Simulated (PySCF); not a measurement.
Run record: geometry optimisation, Nb(CCH)4 (`C#[C][Nb]([C]#C)([C]#C)[C]#C`) [radical].

Method: PBE0-D3(BJ)/def2-SVP geometry optimisation, gas phase, def2 core potentials past Kr (PySCF 2.14.0). Start geometry: GFN2-xTB. The input is one job of a driver script: a line of settings, then coordinates in Å.

Input:
```
{"job": {"xc": "PBE0", "basis": "def2-SVP", "d3": "d3bj", "grid": 1, "maxiter": 30, "shake": 0.03, "kind": "geom"}, "charge": 0, "multiplicity": 2}
Nb     0.064870    -0.076670     0.008180
C     -0.013530    -0.017480     2.109210
C     -0.055150    -0.016910     3.301620
H      0.106350    -0.006480     4.373620
C      1.994750    -0.017800    -0.736360
C      3.137900     0.021800    -1.104780
H      4.177910     0.007300    -1.439310
C     -0.951420     1.745500    -0.728900
C     -1.575750     2.732350    -1.064290
H     -2.078630     3.568550    -1.448680
C     -1.030360    -1.736970    -0.682180
C     -1.568210    -2.711860    -1.085280
H     -2.178090    -3.543460    -1.480650
```

Output:
```
step   0  E = -363.30413409  max force = 0.092175
step   1  E = -363.32036738  max force = 0.014021
step   2  E = -363.32220276  max force = 0.009912
step   3  E = -363.32279766  max force = 0.002838
step   4  E = -363.32301791  max force = 0.001251
step   5  E = -363.32306210  max force = 0.000736
step   6  E = -363.32308139  max force = 0.000400
step   7  E = -363.32309448  max force = 0.000359
optimisation converged
```

Energies in Eh; «max force» is the largest Cartesian gradient component in Eh/bohr.

Question: Give the first gradient maximum in eV/Å.

Answer: With 1 Eh/bohr = 51.422 eV/Å, 4.740 eV/Å.

Question: How much energy does the optimisation release, in kcal/mol?

Answer: E(step 0) − E(last step) = 0.018960 Eh, which is 11.9 kcal/mol.

Summary of the converged run: final energy -363.32309 Eh after 7 steps; dipole 0.05 D.

Question: Give the final coordinates.

Answer: 0.136 Å rms from the input after alignment:
```
atom  x, y, z in Å
Nb1   -0.0170    0.0000   -0.0059
C2    -0.0182    0.0339    2.0645
C3    -0.0280    0.0585    3.2940
H4    -0.0390    0.0759    4.3708
C5     1.9256   -0.0566   -0.7161
C6     3.0797   -0.0961   -1.1390
H7     4.0907   -0.1273   -1.5086
C8    -0.9788    1.7196   -0.6504
C9    -1.5565    2.7501   -0.9920
H10   -2.0597    3.6523   -1.2970
C11   -0.9610   -1.7013   -0.7180
C12   -1.4764   -2.7301   -1.1520
H13   -1.9307   -3.6311   -1.5280
```

Question: Estimate the wall time. Hardware: an Arm Neoverse V2 with one thread, no GPU, shared host. And the peak memory of the process?

Answer: About 9.1 min, with 0.88 GiB resident at the peak, the Python interpreter and its libraries included.
Labels such as C1 count atoms from 1, the log's own numbers from 0.
